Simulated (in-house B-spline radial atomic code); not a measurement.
Checks on a self-consistent run for Cr VI (Cr5+), [Ar] 3d1. Level of theory: Dirac-Hartree-Fock, average of configuration, Fermi nucleus of rms radius 3.6452 fm; calculated with an all-electron radial atomic-structure program (B-spline basis).

```
orbital    q      ε (Eh)    <1/r>        <r²>  small-component weight
  1s1/2    2  -225.38425  23.8861  0.00542588                0.007425
  2s1/2    2   -29.93585  5.10374   0.0998756               0.0013487
  2p1/2    2   -25.77459  5.01534   0.0810846                0.001314
  2p3/2    4   -25.45127  4.94146   0.0826984               0.0012987
  3s1/2    2    -6.40673  1.63038    0.846778              0.00030141
  3p1/2    2    -5.07893  1.52061    0.926927              0.00026988
  3p3/2    4    -5.03358   1.5059    0.939973              0.00026704
  3d3/2  0.4    -3.33429  1.30404     1.08297              0.00020725
  3d5/2  0.6    -3.32966  1.30104     1.08695              0.00020664
```

Electron-electron repulsion V_ee = 333.2228 hartree.

What total energy follows from the eigenvalues?

The eigenvalues count the repulsion twice, so E = Σqε - V_ee = -710.432 - 333.223 = -1043.654 hartree; the run printed -1043.654.

Does the Dirac virial theorem hold?

For a point nucleus E = -2c²Σq·w, with w the small-component weight. Here Σq·w = 0.027788 and c = 137.0360, so the ratio E/(-2c²Σq·w) is 1.000005; the finite nucleus accounts for the departure from 1.

What diamagnetic shielding (Lamb formula) and susceptibility (Langevin formula) do the radii give?

σ = (α²/3)Σq<1/r> = 101.404/(3·137.036²) = 1800 ppm, and χ = -0.79199×10⁻⁶·Σq<r²> = -7.204×10⁻⁶ cm³/mol with Σq<r²> = 9.0962 bohr². Both are non-relativistic formulas without the paramagnetism of open shells.
